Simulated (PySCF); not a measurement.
PySCF input for C₃H₄FNSSi, SMILES c1nc([SiH3])c(F)s1, PBE-D3(BJ)/def2-SVP. Geometry optimised at PBE-D3(BJ)/def2-SVP. This is a generated structure with no PubChem entry under its InChIKey; it may be hypothetical.

```python
import numpy as np
from pyscf import gto, scf, dft, df
from pyscf.hessian import thermo

mol = gto.M(
    atom='''
    F    -2.05302157   -0.09220072    0.00000000
    C    -0.75308727   -0.35982978   -0.00000000
    S    -0.19357974   -2.01783331    0.00000000
    C     1.44393020   -1.36870072    0.00000000
    N     1.53519340   -0.06821004   -0.00000000
    C     0.29335702    0.54584900    0.00000000
    Si    0.16068680    2.42621088    0.00000000
    H     2.30084596   -2.05953399    0.00000000
    H     0.83141241    2.98393455   -1.22325136
    H    -1.29036949    2.81341137   -0.00000000
    H     0.83141241    2.98393455    1.22325137
    ''',
    basis='def2-SVP',
    charge=0,
    spin=0,
    max_memory=1600,
    verbose=3,
)
mf = dft.RKS(mol, xc='pbe').density_fit(auxbasis='def2-universal-jkfit')
mf.disp = 'd3bj'
mf.grids.level = 3
mf.conv_tol = 1e-11
mf.max_cycle = 100
mf.kernel()

# analytic Hessian; the response equations are solved on a coarser grid
h, args, fine = mf.Hessian(), (mf.mo_energy, mf.mo_coeff, mf.mo_occ), mf.grids
h.max_memory = max(150, 2.5e-5 * df.make_auxmol(mol, mf.with_df.auxbasis).nao * mol.nelec[0] * (mol.nelec[0] + mol.nao))  # MB; small integral blocks
h1ao = h.make_h1(mf.mo_coeff, mf.mo_occ)
mf.grids = dft.Grids(mol).set(level=1).build(with_non0tab=True)
mo1, mo_e1 = h.solve_mo1(*args, h1ao)
mf.grids = fine
hess = h.hess_elec(*args, mo1, mo_e1, h1ao) + h.hess_nuc()
if mf.do_disp():
    hess += h.get_dispersion()
for i in range(mol.natm):  # the analytic DFT Hessian lacks the response of the grid: restore translational invariance
    hess[i, i] -= hess[i].sum(axis=0)
hess = (hess + hess.transpose(1, 0, 3, 2)) / 2
vib = thermo.harmonic_analysis(mol, hess, imaginary_freq=False)
thermo.dump_normal_mode(mol, vib)
th = thermo.thermo(mf, vib['freq_au'][vib['freq_au'] > 0], 298.15, 101325)
thermo.dump_thermo(mol, th)
g0 = mf.nuc_grad_method().set(verbose=0).kernel()

# dipole derivatives [dipole axis, atom, xyz] from the same response
r, irp = mol.intor('int1e_r'), mol.intor('int1e_irp').reshape(3, 3, mol.nao, mol.nao)
sl, dm0, ok = mol.aoslice_by_atom(), np.array(mf.make_rdm1()), []
dmu = np.einsum('a,xt->xat', mol.atom_charges(), np.eye(3))
for a, (_, _, p0, p1) in enumerate(sl):
    dmu[:, a] += 2 * np.einsum('xtij,ij->xt', irp[:, :, :, p0:p1], dm0.reshape(-1, mol.nao, mol.nao).sum(0)[:, p0:p1])
    for u, c, occ, f in [(mo1, mf.mo_coeff, mf.mo_occ, 4)]:
        dmu[:, a] -= f * np.einsum('tui,xuv,vi->xt', u[a], r, c[:, occ > 0], optimize=True)
L = vib['norm_mode']
ir = 974.8801 * (np.einsum('xat,kat->kx', dmu, L) ** 2).sum(1)       # km/mol
apt = np.einsum('xax->a', dmu) / 3
print('mode   freq/cm-1   IR/(km/mol)')
for k, w in enumerate(vib['freq_wavenumber']):
    print(f'{k + 1:4d} {w:11.2f} {ir[k]:13.3f}')
print('max |gradient| / (hartree/bohr):', abs(g0).max())
print('APT charges:', apt.round(4))
```

Program output:

```
converged SCF energy = -957.94874616792

WARN: DFTD3 does not support analytical Hessian, using finite difference


WARN: Mole.unit (angstrom) is changed to Bohr

Mode                                 0                   1                   2
Irrep
Freq [cm^-1]                       69.9827            131.6795            150.8995
Reduced mass [au]                   1.0486              6.4103              5.1027
Force const [Dyne/A]                0.0030              0.0655              0.0685
Char temp [K]                     100.6895            189.4575            217.1107
Normal mode                   x     y     z       x     y     z       x     y     z
       0   F                 0.00  0.00 -0.03    0.00  0.00 -0.08   -0.07 -0.11 -0.00
       1   C                 0.00  0.00 -0.00    0.00  0.00 -0.05   -0.05 -0.03 -0.00
       2   S                -0.00  0.00 -0.01   -0.00  0.00  0.09    0.02 -0.01  0.00
       3   C                 0.00 -0.00  0.02    0.00 -0.00 -0.01   -0.01  0.05  0.00
       4   N                 0.00 -0.00  0.03    0.00 -0.00 -0.11   -0.06  0.05  0.00
       5   C                 0.00 -0.00  0.02    0.00 -0.00 -0.12   -0.08  0.01  0.00
       6  Si                -0.00 -0.00  0.00   -0.00 -0.00  0.07    0.09  0.03  0.00
       7   H                -0.00 -0.00  0.03   -0.00 -0.00  0.01    0.02  0.09  0.00
       8   H                -0.49 -0.03 -0.28   -0.03  0.16  0.12    0.17 -0.07 -0.00
       9   H                -0.00 -0.00  0.55   -0.00 -0.00  0.16    0.15  0.23  0.00
      10   H                 0.49  0.03 -0.28    0.03 -0.16  0.12    0.17 -0.07  0.00
Mode                                 3                   4                   5
Irrep
Freq [cm^-1]                      282.6015            350.0141            401.8264
Reduced mass [au]                   5.4262              8.1568             11.5587
Force const [Dyne/A]                0.2553              0.5888              1.0996
[...]
       6  Si                 0.00  0.00 -0.01    0.02  0.03 -0.00   -0.00  0.00  0.04
       7   H                 0.00 -0.00  0.24    0.01 -0.10 -0.00   -0.00 -0.00  0.08
       8   H                 0.00  0.09  0.04   -0.10  0.15 -0.01    0.02 -0.44 -0.15
       9   H                -0.00 -0.00  0.04   -0.05 -0.23  0.00    0.00  0.00 -0.15
      10   H                -0.00 -0.09  0.04   -0.10  0.15  0.01   -0.02  0.44 -0.15
Mode                                 9                  10                  11
Irrep
Freq [cm^-1]                      615.6811            688.4015            702.6817
Reduced mass [au]                   1.5920              2.2915              8.9083
Force const [Dyne/A]                0.3556              0.6398              2.5916
Char temp [K]                     885.8280            990.4565           1011.0026
Normal mode                   x     y     z       x     y     z       x     y     z
       0   F                -0.00 -0.00  0.00    0.00 -0.00  0.00   -0.10  0.00 -0.00
       1   C                -0.00  0.01 -0.00    0.00 -0.00 -0.06   -0.03  0.02 -0.00
       2   S                -0.03 -0.06 -0.00    0.00  0.00 -0.01   -0.05 -0.04 -0.00
       3   C                 0.00  0.07  0.00   -0.00 -0.00  0.10    0.11  0.04  0.00
       4   N                -0.01  0.07 -0.00   -0.00 -0.00 -0.08    0.15  0.04 -0.00
       5   C                -0.00  0.03  0.00   -0.00  0.00  0.16    0.06 -0.02  0.00
       6  Si                 0.06 -0.02  0.00   -0.00  0.00 -0.04   -0.02  0.01 -0.00
       7   H                 0.02  0.11 -0.00   -0.00 -0.00 -0.30    0.09  0.01 -0.00
       8   H                -0.20  0.26 -0.02    0.01  0.35  0.13    0.06 -0.06  0.01
       9   H                -0.11 -0.61 -0.00   -0.00 -0.00  0.15    0.03  0.17  0.00
      10   H                -0.20  0.26  0.02   -0.01 -0.35  0.13    0.06 -0.06 -0.01
Mode                                12                  13                  14
Irrep
Freq [cm^-1]                      753.7207            781.5627            865.5532
Reduced mass [au]                   1.3195              6.4678              1.9268
Force const [Dyne/A]                0.4417              2.3277              0.8505
Char temp [K]                    1084.4362           1124.4947           1245.3383
Normal mode                   x     y     z       x     y     z       x     y     z
       0   F                 0.00  0.00 -0.01    0.03  0.01  0.00   -0.01 -0.01  0.00
       1   C                -0.00 -0.00  0.04   -0.02 -0.11 -0.00    0.02  0.11  0.00
       2   S                 0.00  0.00 -0.01   -0.04  0.05  0.00   -0.01 -0.02 -0.00
       3   C                -0.00  0.00  0.09    0.18 -0.02 -0.00    0.09 -0.03 -0.00
       4   N                -0.00  0.00  0.04   -0.06 -0.03 -0.00   -0.08 -0.04  0.00
       5   C                -0.00  0.00 -0.10   -0.06 -0.07  0.00    0.01  0.09 -0.00
       6  Si                 0.00 -0.00  0.01    0.01  0.02 -0.00   -0.01  0.01 -0.00
       7   H                -0.00  0.00 -0.84    0.23  0.03  0.00    0.22  0.11 -0.00
       8   H                -0.01 -0.10 -0.04   -0.07  0.11 -0.00    0.15 -0.35 -0.07
       9   H                 0.00  0.00 -0.05   -0.01 -0.03 -0.00   -0.10 -0.34  0.00
      10   H                 0.01  0.10 -0.04   -0.07  0.11  0.00    0.15 -0.35  0.07
Mode                                15                  16                  17
Irrep
Freq [cm^-1]                      893.5305            905.7041            913.0354
Reduced mass [au]                   1.7692              1.0373              1.0435
Force const [Dyne/A]                0.8322              0.5013              0.5125
Char temp [K]                    1285.5914           1303.1065           1313.6546
Normal mode                   x     y     z       x     y     z       x     y     z
       0   F                 0.00  0.01  0.00   -0.00  0.00 -0.00    0.00  0.00 -0.00
       1   C                -0.01 -0.11  0.00    0.00 -0.00 -0.00   -0.00 -0.02 -0.00
       2   S                 0.00  0.02  0.00   -0.00  0.00 -0.00    0.00  0.01  0.00
       3   C                -0.05  0.02 -0.00   -0.00  0.00  0.00   -0.01  0.01  0.00
       4   N                 0.07  0.03  0.00    0.00  0.00 -0.01    0.00  0.00 -0.00
       5   C                -0.01 -0.08 -0.00   -0.00 -0.00  0.01   -0.00 -0.01  0.00
       6  Si                 0.00  0.06 -0.00    0.00  0.00  0.03   -0.03 -0.00  0.00
       7   H                -0.17 -0.11 -0.00   -0.00 -0.00  0.01   -0.02 -0.01  0.00
       8   H                 0.07 -0.35 -0.14   -0.38  0.21 -0.09    0.50  0.21  0.38
       9   H                -0.13 -0.44  0.00    0.00  0.00 -0.75   -0.09 -0.27 -0.00
      10   H                 0.07 -0.35  0.14    0.38 -0.21 -0.09    0.50  0.21 -0.38
Mode                                18                  19                  20
Irrep
Freq [cm^-1]                     1167.5100           1226.0485           1291.3604
Reduced mass [au]                   2.0150              4.2050              3.9111
Force const [Dyne/A]                1.6182              3.7242              3.8428
Char temp [K]                    1679.7869           1764.0107           1857.9801
Normal mode                   x     y     z       x     y     z       x     y     z
       0   F                -0.04  0.01 -0.00   -0.08  0.02 -0.00    0.03 -0.02 -0.00
       1   C                 0.04 -0.04  0.00    0.12 -0.12  0.00   -0.06  0.09  0.00
       2   S                -0.00  0.01 -0.00   -0.00  0.00 -0.00    0.00 -0.01 -0.00
       3   C                -0.07  0.03  0.00    0.03  0.01  0.00    0.05  0.06  0.00
       4   N                -0.06 -0.01  0.00   -0.08  0.02  0.00   -0.10  0.04  0.00
       5   C                 0.15 -0.08 -0.00    0.09  0.11 -0.00    0.11 -0.14 -0.00
       6  Si                -0.00  0.01 -0.00   -0.00 -0.01 -0.00   -0.00  0.01 -0.00
       7   H                 0.35  0.57 -0.00   -0.25 -0.33 -0.00   -0.28 -0.34  0.00
       8   H                 0.00 -0.01 -0.01   -0.01 -0.01 -0.00    0.01 -0.01 -0.00
       9   H                 0.01  0.03  0.00    0.02  0.03  0.00   -0.00  0.02  0.00
      10   H                 0.00 -0.01  0.01   -0.01 -0.01  0.00    0.01 -0.01  0.00
Mode                                21                  22                  23
Irrep
Freq [cm^-1]                     1473.1179           1519.3935           2173.4045
Reduced mass [au]                   9.9617             11.6976              1.0199
Force const [Dyne/A]               12.7368             15.9106              2.8384
Char temp [K]                    2119.4887           2186.0689           3127.0451
Normal mode                   x     y     z       x     y     z       x     y     z
       0   F                -0.01  0.00 -0.00   -0.06  0.01  0.00   -0.00  0.00 -0.00
       1   C                 0.03  0.00  0.00    0.21  0.08 -0.00    0.00  0.00  0.00
       2   S                 0.00  0.00 -0.00   -0.00 -0.00  0.00    0.00 -0.00 -0.00
       3   C                 0.01  0.20  0.00   -0.00 -0.02 -0.00    0.00 -0.00 -0.00
       4   N                 0.01 -0.18 -0.00   -0.01  0.03 -0.00   -0.00  0.00 -0.00
       5   C                -0.03 -0.00 -0.00   -0.11 -0.12  0.00   -0.00 -0.00  0.00
       6  Si                -0.00  0.00 -0.00    0.00  0.01 -0.00   -0.01 -0.02  0.00
       7   H                -0.16  0.02 -0.00   -0.01 -0.04 -0.00    0.00 -0.00  0.00
       8   H                -0.00 -0.00 -0.00   -0.01  0.03  0.01    0.28  0.23 -0.52
       9   H                 0.00  0.00  0.00   -0.00 -0.02 -0.00   -0.41  0.10  0.00
      10   H                -0.00 -0.00  0.00   -0.01  0.03 -0.01    0.28  0.23  0.52
Mode                                24                  25                  26
Irrep
Freq [cm^-1]                     2180.0053           2188.2691           3147.5394
Reduced mass [au]                   1.0517              1.0503              1.0951
Force const [Dyne/A]                2.9448              2.9632              6.3920
Char temp [K]                    3136.5423           3148.4321           4528.6084
Normal mode                   x     y     z       x     y     z       x     y     z
       0   F                -0.00  0.00  0.00    0.00 -0.00 -0.00    0.00 -0.00  0.00
       1   C                 0.00  0.00 -0.00   -0.00  0.00  0.00    0.00 -0.00 -0.00
       2   S                 0.00 -0.00 -0.00    0.00  0.00 -0.00    0.00  0.00  0.00
       3   C                -0.00 -0.00  0.00   -0.00 -0.00  0.00   -0.06  0.06 -0.00
       4   N                -0.00  0.00  0.00    0.00  0.00 -0.00   -0.00 -0.00  0.00
       5   C                -0.00 -0.00 -0.00   -0.00 -0.00  0.00    0.00 -0.00 -0.00
       6  Si                -0.00 -0.00 -0.04   -0.04  0.00  0.00    0.00  0.00  0.00
       7   H                 0.00 -0.00 -0.00    0.00 -0.00  0.00    0.74 -0.60  0.00
       8   H                -0.32 -0.26  0.56    0.12  0.11 -0.24   -0.00 -0.00  0.00
       9   H                 0.00 -0.00 -0.01    0.85 -0.23  0.00   -0.00  0.00 -0.00
      10   H                 0.32  0.26  0.56    0.12  0.11  0.24   -0.00 -0.00 -0.00
temperature 298.1500 [K]
pressure 101325.00 [Pa]
Rotational constants [GHz] 3.17638 1.41696 0.99145
Symmetry number 1
Zero-point energy (ZPE) 0.06039 [Eh]   158561.199 [J/mol]
                           tot       elec      trans        rot        vib
Entropy [J/mol/K]       361.981      0.000    169.757    119.944     72.280
Cv [J/mol/K]            112.165      0.000     12.472     12.472     87.222
Cp [J/mol/K]            120.480      0.000     20.786     12.472     87.222
Internal energy [J/mol]                      3718.434   3718.434 170736.884
Internal energy [Eh]   -957.88088  -957.94875
Enthalpy [J/mol]                             6197.391   3718.434 170736.884
Enthalpy [Eh]          -957.87994
Gibbs free energy [J/mol]                  -44415.636 -32042.965 149186.598
Gibbs free energy [Eh] -957.92105
mode   freq/cm-1   IR/(km/mol)
   1       69.98         0.005
   2      131.68         1.800
   3      150.90         0.412
   4      282.60         0.002
   5      350.01         6.753
   6      401.83         7.385
   7      509.71         0.264
   8      553.21         7.782
   9      572.92        18.310
  10      615.68        25.428
  11      688.40        34.699
  12      702.68         2.234
  13      753.72         6.011
  14      781.56        24.141
  15      865.55       200.940
  16      893.53       100.260
  17      905.70        37.784
  18      913.04        35.300
  19     1167.51         7.718
  20     1226.05        82.850
  21     1291.36        25.727
  22     1473.12        52.272
  23     1519.39       117.435
  24     2173.40        76.847
  25     2180.01        90.638
  26     2188.27        80.051
  27     3147.54         0.063
max |gradient| / (hartree/bohr): 4.6850990136030756e-05
APT charges: [-0.4474  0.6167 -0.1256  0.1993 -0.3833 -0.2939  1.0904  0.0669 -0.246
 -0.2312 -0.246 ]
```

The run converged.

Cost: about 3 core-minutes (a rough figure).
